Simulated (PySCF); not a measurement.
# Telling isomers of C$_{8}$H$_{13}$F apart by NMR

- NMR shieldings at PBE0/pcSseg-1/GIAO
- GFN2-xTB geometry
- program: PySCF 2.14.0 with density-fitted response routines
- no relativistic terms, isolated molecule, a single conformation, rapidly exchanging positions averaged

Shifts are taken against calculated references (same method and geometry level): ¹H, ¹³C against TMS. Splittings of carbon signals by F and P are missing where no couplings were computed. Where no couplings were computed, multiplicities follow the n + 1 count of equivalent neighbours, and m marks all less simple cases (inequivalent or close neighbours, rings, F or P nearby). Shifts are as computed. Against solution values, carbons near 30 ppm lie about +3 ppm off and those near 130 ppm about +5 ppm. Of 1211 compounds with measured shifts, 218 miss one by over three times the rms of a fit or turn the order of signals round; such compounds aren't used in these exercises.

(1) Tabulate the signals of `FC12CCC(CC1)CC2`, `F[C@H]1[C@@H]2CCC[C@H]1CC2`, `FC1CCC2(CC1)CC2` and their relative energies.

(2) What is the quickest way to tell F[C@H]1[C@@H]2CCC[C@H]1CC2 from FC1CCC2(CC1)CC2?

(3) What is the quickest way to tell FC12CCC(CC1)CC2 from FC1CCC2(CC1)CC2?

(4) What is the quickest way to tell FC12CCC(CC1)CC2 from F[C@H]1[C@@H]2CCC[C@H]1CC2?

## Answers

(1) 
| SMILES | carbon types | δC | δH | E rel. (kcal/mol) |
| --- | --- | --- | --- | --- |
| FC12CCC(CC1)CC2 | 1×C 1×CH 6×CH2 | 94.3, 34.4, 30.1, 27.4 | 1.80 (m, 6H), 1.74 (m, 6H), 1.34 (m, 1H) | 0.0 |
| F[C@H]1[C@@H]2CCC[C@H]1CC2 | 3×CH 5×CH2 | 105.5, 44.1, 34.5, 28.8, 20.4 | 4.54 (m, 1H), 2.29 (m, 2H), 2.14 (m, 2H), 1.51 (m, 2H), 1.42 (m, 2H), 1.39 (m, 2H), 1.29 (m, 1H), 1.27 (m, 1H) | 1.5 |
| FC1CCC2(CC1)CC2 | 1×C 1×CH 6×CH2 | 95.8, 36.6, 36.2, 20.4, 14.7, 14.0 | 4.64 (m, 1H), 2.12 (m, 2H), 1.81 (m, 2H), 1.70 (m, 2H), 0.83 (m, 2H), 0.33 (m, 2H), 0.28 (m, 2H) | 18.6 |

Energies are electronic energies at PBE0/pcSseg-1 on these geometries, without zero-point or thermal terms, each for the one conformer computed, which needn't be the lowest.

(2) Count the carbon signals: 5 against 6. The first has an sp3 CH in a ring at 44.1 ppm, the second a three-membered-ring carbon (C) at 20.4 ppm. Their most deshielded carbons lie at 105.5 and 95.8 ppm.

(3) Count the carbon signals: 4 against 6. The first has a fully substituted sp3 carbon bonded to F (C) at 94.3 ppm, the second an sp3 CH bonded to F at 95.8 ppm. In the proton spectra the most deshielded non-exchanging signals are 1.80 (m, 6H) and 4.64 (m, 1H).

(4) Count the carbon signals: 4 against 5. The first has a fully substituted sp3 carbon bonded to F (C) at 94.3 ppm, the second an sp3 CH bonded to F at 105.5 ppm. In the proton spectra the most deshielded non-exchanging signals are 1.80 (m, 6H) and 4.54 (m, 1H).
